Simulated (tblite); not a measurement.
Start geometry of `CC[C@@H](C#[O+])S(C)(=O)=O` from a force field or distance geometry (Å):
```
atom  x, y, z in Å
C1     2.3557   -0.2655    0.5052
C2     1.0174   -0.5386   -0.1700
C3     0.1189    0.5864    0.1795
C4     0.7245    1.8198   -0.3505
O5     1.2011    2.7357   -0.7180
S6    -1.5135    0.4536   -0.5169
C7    -2.3559   -0.9864    0.1136
O8    -1.3820    0.3442   -2.0055
O9    -2.3230    1.6389   -0.0866
H10    2.1998    0.5087    1.2978
H11    3.0263    0.2093   -0.2503
H12    2.8095   -1.1520    0.9724
H13    1.1748   -0.6212   -1.2489
H14    0.6242   -1.5081    0.1785
H15    0.0414    0.6852    1.2863
H16   -3.1521   -1.3200   -0.5894
H17   -2.8836   -0.7464    1.0824
H18   -1.6923   -1.8375    0.3087
```

What comes out of this run: GFN2-xTB geometry optimisation, gas phase in tblite?

```
atom  x, y, z in Å
C1     2.4531   -0.3221    0.5261
C2     1.0440   -0.5115   -0.0227
C3     0.1349    0.7015    0.2748
C4     0.5333    1.8673   -0.2860
O5     0.7973    2.8044   -0.8514
S6    -1.6048    0.4319   -0.7404
C7    -2.3462   -0.9483    0.1337
O8    -1.1443    0.0679   -2.0278
O9    -2.2992    1.6434   -0.5099
H10    2.4401   -0.1363    1.5968
H11    2.9658    0.4998    0.0337
H12    3.0277   -1.2278    0.3514
H13    1.0723   -0.6670   -1.1017
H14    0.5909   -1.3859    0.4437
H15   -0.1384    0.7998    1.3249
H16   -3.3430   -1.0556   -0.2883
H17   -2.4223   -0.7100    1.1872
H18   -1.7700   -1.8451   -0.0559
```

The energy falls by 140.8 kJ/mol over 112 L-BFGS steps, the largest force on an atom goes from 7.42 to 0.010 eV/Å, and the atoms move by 0.377 Å rms after alignment. The bond that changes most is C3–S6 (sp3 carbon bound to sulfur to sulfonyl sulfur), which lengthens by 0.252 Å. Bonds longer at the end by more than 0.005 Å: 4 of 17; shorter: 11. Among the angles that change most is O8–S6–O9, from 113.0° to 121.9°. Among the dihedrals that turn most is O8–S6–C7–H18, from 85° to 40°. Rotational constants go from 2041, 1112, 868.1 to 1938, 1147, 866.2 MHz. The orientation of the end geometry is arbitrary; only internal coordinates are fixed.

Its GFN2-xTB frequencies are all real (lowest 35 cm⁻¹). 3 starts were optimised and ended at 0.00, 0.23 and 0.96 kcal/mol (GFN2-xTB); the lowest of these is shown.

One conformer stands for the species.

The numbers are calculated, not measured.
